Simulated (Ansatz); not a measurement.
**Two structures, one formula**

Two relaxed structures of BH$_{2}$TeO (charge -1), closed shell (PBE0-D4/def2-TZVPD; forces vanish, vibrations not checked).

A:

```xyz
5
angstrom
B -0.2430 0.7636 0.0129
Te -0.4836 -1.2998 0.0300
O 1.1637 -2.1647 -0.0641
H -1.2655 1.3991 0.0711
H 0.8284 1.3018 -0.0499
```

B:

```xyz
5
angstrom
B -0.2296 0.8460 -0.0861
Te -0.3006 -1.3003 0.4686
O 1.0793 -2.3142 -0.2123
H -1.4452 1.0629 -0.0079
H -1.6264 -2.0465 -0.3406
```

Ansatz 0.2.0; basis: def2-TZVPPD; cores frozen in the correlated methods. Filled d shells of the heavier atoms are correlated. Core potentials replace the inner electrons of the atoms past krypton. The def2 sets are not built for correlating such inner shells, so the correlated values are less sure here. B3LYP uses VWN-RPA correlation.

(1) Which structure is lower at CCSD(T), and by how much? (To be estimated.)

T1 diagnostic: at most 0.027. The restricted Hartree–Fock reference is unstable towards an unrestricted one at one or more of these structures.

Results:

(1) Computed: A, by 322.8 kJ/mol (electronic energy, against the other). By their contacts, A is BH₂TeO ([BH2][Te][O]), total charge -1 and B is BH₂TeO ([BH][TeH][O]), total charge -1.

All methods give the same order:

| method | E(B) − E(A) (kJ/mol) |
| --- | --- |
| PBE-D4 | 320.5 |
| r2SCAN-D4 | 329.0 |
| PBE0-D4 | 326.1 |
| B3LYP-D4 | 324.9 |
| wB97M-V | 324.1 |
| HF | 324.6 |
| MP2 | 343.4 |
| CCSD | 320.9 |
| CCSD(T) | 322.8 |

Labels in which every atom is bracketed show which atoms are joined, not bond orders.

For scale, one of the runs: CCSD(T)/def2-TZVPPD, 170 basis functions, launched by `ansatz run in.yaml --threads 2 --pin off --events-out ev --progress --plain --max-ram 4352MiB`. The run took 72 s on 2 CPU threads of an Arm Neoverse V2 (shared host), with 1.7 GiB of host memory at its peak.
